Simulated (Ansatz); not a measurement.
Species: difluoro(dimethoxy)silane, C2H6F2O2Si, charge 0, multiplicity 1. SMILES: CO[Si](F)(F)OC
Coordinates optimised at B3LYP-D3(BJ)/def2-TZVP (Ansatz, an electronic-structure program):
```xyz
13

Si     0.0752    -0.4662     0.0514
F     -0.2053    -1.5777    -1.0400
F      0.6495    -1.1772     1.3436
O      1.1631     0.5299    -0.6025
C      1.7568     1.6485     0.0505
O     -1.2901     0.2576     0.5157
C     -2.1792     0.9710    -0.3391
H      0.9964     2.3024     0.4848
H      2.3211     2.2058    -0.6952
H      2.4356     1.3178     0.8390
H     -2.6942     0.2863    -1.0158
H     -2.9139     1.4703     0.2901
H     -1.6451     1.7208    -0.9281
```

Parts of the frozen-core correlation energy in cc-pwCVTZ (Ansatz, hartree). Frozen orbitals: 11; correlated occupied orbitals by spin: 22 and 22; virtual: 368 and 368. No spin-orbit coupling. Non-relativistic.

```json
[
 {"term": "reference (HF)", "value": "-717.19558"},
 {"term": "MP2 opposite-spin", "value": "-1.09639"},
 {"term": "MP2 same-spin", "value": "[?]"},
 {"term": "CCSD correlation", "value": "[?]"},
 {"term": "(T)", "value": "[?]"},
 {"term": "T1 diagnostic", "value": "0.011"},
 {"term": "largest doubles amplitude", "value": "0.009"}
]
```

Question: Some entries are withheld; supply them.

Answer: 
- MP2 same-spin, value: -0.36361
- CCSD correlation, value: -1.48515
- (T), value: -0.05116
